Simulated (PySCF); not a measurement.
**Telling isomers of C₄H₁₅NOSi₂ apart by NMR**

- NMR shieldings at PBE0/pcSseg-1/GIAO
- structure optimised with GFN2-xTB
- code: PySCF 2.14.0 with density-fitted response routines
- non-relativistic Hamiltonian, in vacuum, equivalent nuclei averaged, one conformer

Chemical shifts δ = σref − σ; ¹H and ¹³C vs TMS, all at this level. Where no couplings were computed, multiplicities follow the n + 1 count of equivalent neighbours, and m marks all less simple cases (inequivalent or close neighbours, rings, F or P nearby). Shifts are as computed. Against solution values, carbons near 30 ppm lie about +3 ppm off and those near 130 ppm about +5 ppm. Of 1309 compounds with measured shifts, 239 miss one by over three times the rms of a fit or turn the order of signals round; such compounds aren't used in these exercises. OH and NH positions are gas-phase values without hydrogen bonding to other molecules.

(1) Tabulate the signals of `CC(C)(C)N[SiH2]O[SiH3]`, `C[SiH2]O[Si@H](C)N(C)C` and their relative energies.

(2) What is the quickest way to tell CC(C)(C)N[SiH2]O[SiH3] from C[SiH2]O[Si@H](C)N(C)C?

## Answers

(1) 
```tsv
SMILES	carbon types	δC	δH	E rel. (kcal/mol)
CC(C)(C)N[SiH2]O[SiH3]	1×C 3×CH3	50.2, 34.4	5.44 (s, 2H), 5.12 (s, 3H), 1.25 (s, 9H), 0.11 (br s, 1H)	13.2
C[SiH2]O[Si@H](C)N(C)C	4×CH3	38.6, 0.5, -1.0	5.24 (m, 1H), 5.23 (m, 1H), 5.09 (q, 1H), 2.59 (s, 6H), 0.33 (m, 3H), 0.15 (d, 3H)	0.0
```

Energies are electronic energies at PBE0/pcSseg-1 on these geometries, without zero-point or thermal terms, each for the one conformer computed, which needn't be the lowest.

(2) Count the carbon signals: 2 against 3. The first has a fully substituted sp3 carbon bonded to N (C) at 50.2 ppm, the second a methyl carbon bonded to Si (CH3) at -1.0 ppm. Their most deshielded carbons lie at 50.2 and 38.6 ppm.
